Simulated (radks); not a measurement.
Excited configurations of Ti I: one electron is placed in a higher orbital outside [Ar] 3d2 4s1. The ground configuration is [Ar] 3d2 4s2. Method: scalar-relativistic Kohn-Sham, r2SCAN, spin-polarised, spherical densities, finite nucleus; open shells are filled with parallel spins first; meta-GGA in the generalised Kohn-Sham scheme; Fermi nuclear charge, rms radius 3.5921 fm; computed with a radial shooting solver on a logarithmic mesh with Libxc functionals. Excitation = E - E(ground); binding = E(ion) - E, where the ion is the core of charge +1; n* = 1/sqrt(2 binding) in atomic units, and the quantum defect is n - n*.

| outer orbital | excitation (eV) | binding (eV) | n* | quantum defect | eigenvalue (eV) | <r> (bohr) |
|---|---|---|---|---|---|---|
| 5s | 4.033 | 2.393 | 2.385 | 2.615 | -1.481 | 8.924 |
| 5p | 4.642 | 1.784 | 2.762 | 2.238 | -1.070 | 11.27 |
| 6p | 5.430 | 0.996 | 3.696 | 2.304 | -0.625 | 21.00 |

Estimate the row for 6d.

Answer. excitation (eV) 5.795; binding (eV) 0.630; n* 4.646; quantum defect 1.354; eigenvalue (eV) -0.385; <r> (bohr) 31.88. The Delta-SCF ionisation energy is 6.426 eV (NIST Atomic Spectra Database: 6.828 eV, measured). Self-interaction in the functional shifts the binding energies and quantum defects, so they are the method's values and not measured ones. Open shells are spherical and high-spin; term and fine-structure splittings are not resolved.
